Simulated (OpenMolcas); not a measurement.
Cr+: CASPT2 settings compared

| Item | Value |
| --- | --- |
| Program | OpenMolcas |
| Basis | ANO-RCC-VDZ [5s4p2d] |
| Scalar Hamiltonian | DKH3, point nucleus |
| Active space | 5 electrons in 6 orbitals (3d 4s) |
| State averaging | 2S+1 = 6 even, 6 roots; 2S+1 = 4 even, 57 roots kept (CI in the orbitals of an earlier block); 2S+1 = 2 even, 58 roots kept (CI in the orbitals of an earlier block) |
| Spin-orbit coupling | state interaction with AMFI integrals over the reference wave functions, term energies averaged over their components |

Methods on the same reference wave functions:
A. CASSCF
B. SS-CASPT2, IPEA 0.1 Eh, imaginary shift 0.1 Eh (closed shells correlated: 3s 3p)
C. SS-CASPT2, IPEA 0.6 Eh, real shift 0.5 Eh (closed shells correlated: 2s 2p 3s 3p)
D. SS-CASPT2, IPEA 0.75 Eh, real shift 0.5 Eh (closed shells correlated: none)
E. MS-CASPT2, IPEA 0.75 Eh, real shift 0.5 Eh (closed shells correlated: none)
F. MS-CASPT2, IPEA 0.6 Eh, real shift 0.5 Eh (closed shells correlated: 2s 2p 3s 3p)

Energies in eV above 3d⁵ ⁶S_5/2, the measured ground level; measured values from NIST Handbook of Basic Atomic Spectroscopic Data.

```json
{"Level": "3d⁵ ⁶S_5/2", "A": "0.0000", "B": "0.0000", "C": "0.0000", "D": "0.0000", "E": "0.0000", "F": "0.0000", "Measured": "0.0000"}
{"Level": "3d⁴ 4s ⁶D_1/2", "A": "0.1443", "B": "1.203", "C": "1.074", "D": "1.260", "E": "1.260", "F": "1.074", "Measured": "1.4831"}
{"Level": "3d⁴ 4s ⁶D_3/2", "A": "0.1536", "B": "1.212", "C": "1.083", "D": "1.269", "E": "1.269", "F": "1.083", "Measured": "1.4918"}
{"Level": "3d⁴ 4s ⁶D_5/2", "A": "0.1688", "B": "1.228", "C": "1.099", "D": "1.284", "E": "1.284", "F": "1.099", "Measured": "1.5061"}
{"Level": "3d⁴ 4s ⁶D_7/2", "A": "0.1898", "B": "1.249", "C": "1.120", "D": "1.305", "E": "1.305", "F": "1.120", "Measured": "1.5255"}
{"Level": "3d⁴ 4s ⁶D_9/2", "A": "0.2161", "B": "1.275", "C": "1.146", "D": "1.332", "E": "1.332", "F": "1.146", "Measured": "1.5494"}
{"Level": "3d⁴ 4s ⁴D_1/2(1)", "A": "1.3715", "B": "2.177", "C": "2.128", "D": "2.253", "E": "2.243", "F": "2.120", "Measured": "2.4212"}
{"Level": "3d⁴ 4s ⁴D_3/2(1)", "A": "1.3854", "B": "2.191", "C": "2.142", "D": "2.267", "E": "2.257", "F": "2.134", "Measured": "2.4340"}
{"Level": "3d⁴ 4s ⁴D_5/2(1)", "A": "1.4081", "B": "2.214", "C": "2.165", "D": "2.290", "E": "2.279", "F": "2.157", "Measured": "2.4546"}
{"Level": "3d⁴ 4s ⁴D_7/2(1)", "A": "1.4388", "B": "2.244", "C": "2.196", "D": "2.321", "E": "2.310", "F": "2.188", "Measured": "2.4827"}
{"Level": "3d⁴ 4s ⁴H_7/2 [70 %]", "A": "2.7120", "B": "3.845", "C": "3.809", "D": "3.770", "E": "3.771", "F": "3.795", "Measured": ""}
{"Level": "3d⁴ 4s ⁴H_11/2", "A": "2.7329", "B": "3.869", "C": "3.833", "D": "3.790", "E": "3.792", "F": "3.816", "Measured": ""}
{"Level": "3d⁴ 4s ⁴H_13/2", "A": "2.7467", "B": "3.877", "C": "3.831", "D": "3.805", "E": "3.805", "F": "3.831", "Measured": ""}
{"Level": "3d⁴ 4s ⁴P_1/2", "A": "2.9006", "B": "3.298", "C": "3.319", "D": "3.854", "E": "3.934", "F": "3.399", "Measured": ""}
{"Level": "3d⁵ ⁴G_7/2 [68 %]", "A": "3.5459", "B": "3.187", "C": "3.332", "D": "3.440", "E": "3.066", "F": "2.954", "Measured": "2.5439"}
{"Level": "3d⁵ ⁴G_9/2 [68 %]", "A": "3.5494", "B": "3.190", "C": "3.335", "D": "3.443", "E": "3.066", "F": "2.954", "Measured": "2.5441"}
{"Level": "3d⁵ ⁴G_11/2 [68 %]", "A": "3.5540", "B": "3.194", "C": "3.339", "D": "3.447", "E": "3.066", "F": "2.954", "Measured": "2.5432"}
```

Deviations, from unrounded energies. A percentage is the sum of absolute deviations over the sum of measured energies, with the sign that they share, or ± where signs differ.

```json
{"Against measurement": "mean absolute deviation (cm-1)", "Levels": "12", "A": "9300", "B": "2900", "C": "3700", "D": "3000", "E": "2300", "F": "3000"}
{"Against measurement": "other terms of the ground configuration (%)", "Levels": "3", "A": "+39.6", "B": "+25.4", "C": "+31.1", "D": "+35.4", "E": "+20.5", "F": "+16.1"}
{"Against measurement": "other configurations (%)", "Levels": "9", "A": "-62.7", "B": "-13.6", "C": "-18.4", "D": "-10.2", "E": "-10.4", "F": "-18.6"}
```

E lies closest to measurement on these levels and A furthest from it. The largest miss of E in the table is 3d⁵ ⁴G_11/2 [68 %], by +4200 cm-1. The ranking rests on the paired levels alone, and a cruder setting can come out closer through cancelling errors.

Among B to F the level of the table that moves most is 3d⁴ 4s ⁴P_1/2, by 5100 cm-1 (lowest in B, highest in E). Moves below CASPT2's spread within the term are not significant.

The lowest spin-free term lies below A's lowest term by 0.240 hartree in B, 0.237 hartree in C, 0.070 hartree in D, 0.070 hartree in E, 0.237 hartree in F.

CASPT2 does not keep the components of a term degenerate, so their means are used; among the terms shown or strongly mixed into the levels shown the widest spread is 570 cm-1 (3d⁵ ⁴G, F). Terms from blocks run as CI alone lack orbitals of their own. A single d shell beside an s shell can misplace configurations of different d count against each other. Without dynamic correlation excited terms often stand tens of per cent too high (terms of higher spin than the ground term too low), and those without a measured partner can miss by more than the paired ones (holds for A). Some terms miss by over 15 % even with CASPT2, which points to a basis or an active space too small for the shells correlated (holds for B; C; D; E; F). Measured partners are found by configuration, term and J. A level has none where our copy of the source lacks it or the pairing is in doubt (some pairs that miss far off the trend of their configuration count as doubtful), and it then counts in no deviation. Only configurations of the active space appear. The table leaves out levels that lie high or whose names do not pair safely across all columns.

A share in square brackets marks a mixed level and gives the weight of the term that names it, the lowest over the columns. A number in round brackets counts repeated terms of one configuration in the order of the reference energies.
